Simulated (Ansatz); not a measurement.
`[SiH3][O][GaH2]` + `N=C(F)BS` → `[SiH3][O][GaH][SH]` + `BC(=N)F`  (redistribution)

Gas-phase electronic energies from Ansatz, PBE0-D4/def2-TZVP geometries. CCSD(T)/CBS adds triple-zeta CCSD(T) − MP2 to the extrapolated MP2 energy (def2 sets, frozen cores). Functionals use def2-TZVPP. B3LYP here is the variant with VWN-RPA as its local correlation; programs differ in this. HSE06 is defined as in plane-wave codes. For Ga outer-core shells are correlated without core-valence functions, which leaves a few kJ/mol of doubt a bond. Scalar relativity is left out up to krypton. Each species was taken in one conformer, which may not be the lowest.

`[SiH3][O][GaH2]`:

Cartesian coordinates in Å:
```
Si 1.206 0.492 0.405
O 0.174 -0.579 -0.260
Ga -1.573 -0.753 -0.583
H 0.490 1.703 0.902
H 2.212 0.922 -0.603
H 1.918 -0.135 1.552
H -1.951 -2.085 -1.292
H -2.475 0.434 -0.120
```

`N=C(F)BS`:

Cartesian coordinates in Å:
```
N -0.187 0.531 1.303
C 0.502 0.438 0.261
F 1.677 1.100 0.138
B 0.111 -0.429 -1.000
S -1.387 -1.344 -0.991
H 0.239 1.140 2.002
H 0.811 -0.476 -1.959
H -1.765 -0.961 0.247
```

`[SiH3][O][GaH][SH]`:

```xyz
9

Si   -0.527    0.471   -1.352
O     0.710    0.604   -0.300
Ga    1.215   -0.020    1.289
S    -0.150   -1.421    2.278
H    -0.038   -0.062   -2.650
H    -1.579   -0.457   -0.836
H    -1.153    1.801   -1.573
H     2.568    0.458    1.868
H    -1.047   -1.375    1.276
```

`BC(=N)F`:

Z-matrix (Å, degrees):
```
B
C 1 1.561
H 1 1.191 2 119.8
H 1 1.192 2 118.6 3 175.6
N 2 1.256 1 126.3 3 -135.5
F 2 1.341 1 116.4 3 36.7
H 5 1.018 2 110.2 1 -11.9
```

| level | ΔE (kcal/mol) |
| --- | --- |
| PBE0-D4 | 4.8 |
| B3LYP-D4 | 4.1 |
| r2SCANh-D4 | 4.6 |
| HSE06-D4 | 4.8 |
| PBE0 | 5.0 |
| B3LYP | 4.3 |
| HF/def2-SVP | 3.1 |
| CCSD(T)/def2-SVP | 8.7 |

**Question.** What does CCSD(T)/CBS give? (Best estimate.)

**Answer.** Computed: +3.1 kcal/mol. The listed levels differ from it by 1.7, 1.0, 1.5, 1.7, 1.9, 1.2, 0.0, 5.6 kcal/mol.

Largest T1 diagnostic among the species: 0.016.

From r2SCAN to r2SCAN0 (25 % exact exchange), in def2-TZVPP and without D4, ΔE moves by −0.8 kcal/mol. At CCSD(T), def2-SVP lies +5.6 kcal/mol from the extrapolated value and def2-TZVPP +1.0 kcal/mol.
